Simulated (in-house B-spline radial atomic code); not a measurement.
Values are calculated unless marked as measured or tabulated.
Stopping of slow ions oscillates with Z: Cu to Ru at r_s = 2.2

A nucleus sits in a uniform electron gas with a rigid positive background. The Kohn-Sham equations are solved self-consistently in the spin-unpolarised LDA (PW92), non-relativistic, on B-splines with outgoing waves at the boundary and partial waves to l = 8. The model has no lattice, no bands and no magnetic solution. Atomic units; δ_l are the phase shifts at the Fermi level, counted so that each bound state adds π, and good to about 0.0005.

The density parameter is r_s = 2.2 bohr, near that of the valence electrons of Ga (3 per atom, density 5.91 g/cm³, mass 69.72 u, which gives r_s = 2.19). The friction coefficient Q = n k_F σ_tr gives dE/dx = Q v for slow ions. Some elements are left out of the table, so an extreme may lie at one of them.

```csv
ion,δ0/π,δ1/π,δ2/π,δ3/π,σ_tr (bohr²),Q (a.u.)
Cu,3.051,2.144,0.987,0.009,8.97,0.1754
Zn,3.125,2.217,1.024,0.011,12.24,0.2394
Ga,3.201,2.303,1.053,0.014,19.01,0.3718
Ge,3.275,2.395,1.080,0.016,27.46,0.5371
As,3.345,2.487,1.108,0.018,35.58,0.6959
Se,3.412,2.574,1.140,0.019,42.46,0.8304
Br,3.477,2.652,1.179,0.020,48.83,0.9551
Kr,3.538,2.721,1.227,0.020,56.23,1.0998
Rb,3.594,2.777,1.285,0.018,65.45,1.2802
Sr,3.642,2.823,1.352,0.015,75.28,1.4723
Zr,3.716,2.887,1.506,0.010,82.54,1.6143
Nb,3.745,2.911,1.588,0.009,74.40,1.4551
Mo,3.773,2.932,1.670,0.009,59.59,1.1654
Tc,3.802,2.956,1.748,0.010,42.34,0.8281
Ru,3.836,2.984,1.821,0.012,27.12,0.5305
```

Where are the largest and smallest frictions, and what do the phase shifts say there?

Largest: Zr, Q = 1.6143; smallest: Cu, Q = 0.1754, a ratio of 9.2. For the largest δ2/π = 1.51: the d resonance is about half filled and sits at the Fermi level, where it scatters most. For the smallest, which lies at the edge of the table, the differences δ_l − δ_(l+1), measured from the nearest multiple of π, are 0.09π, 0.16π, 0.02π; σ_tr grows with the sines of these.

At equal speed, Lindhard and Scharff's formula, with silicon as an example target, scales as Z^(7/6)/(Z^(2/3) + 14^(2/3))^(3/2). How does its rise from the first ion to the last compare?

It rises smoothly by 1.0585/0.8537 = 1.24, while Q changes by 0.531/0.175 = 3.02. The statistical formula averages over shells, so it can't show the oscillation.
